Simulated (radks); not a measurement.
The numbers below are computed, except where a source is named.
Question: Valence configurations of neutral indium (all share [Kr]). Level of theory: scalar-relativistic Kohn-Sham, r2SCAN, spin-polarised, spherical densities, finite nucleus; open shells are filled with parallel spins first (spin-orbit coupling, left out, can overturn this in heavy ions); meta-GGA in the generalised Kohn-Sham scheme; Fermi nuclear charge, rms radius 4.6156 fm (a radial shooting solver on a logarithmic mesh with Libxc functionals). Order these by energy: 4d10 5s2 5p1; 4d10 5s1.5 5p1.5; 4d9 5s2 5p2; 4d8 5s2 5p3; 4d8 5p5; 4d9 5s1.5 5p2.5; 4d10 5p3; 4d9.5 5s1.5 5p2; 4d10 5s1 5p2; 4d9.5 5s2 5p1.5.

Answer: From the lowest, in eV above it: 4d10 5s2 5p1 0.000; 4d10 5s1.5 5p1.5 2.318; 4d10 5s1 5p2 4.093; 4d9.5 5s2 5p1.5 8.562; 4d10 5p3 10.428; 4d9.5 5s1.5 5p2 10.845; 4d9 5s2 5p2 17.953; 4d9 5s1.5 5p2.5 20.188; 4d8 5s2 5p3 39.156; 4d8 5p5 56.508. NIST lists [Kr] 4d10 5s2 5p1 as the ground configuration; this level of theory agrees among the configurations tried. The energies are those of spherical high-spin densities, not of single terms.
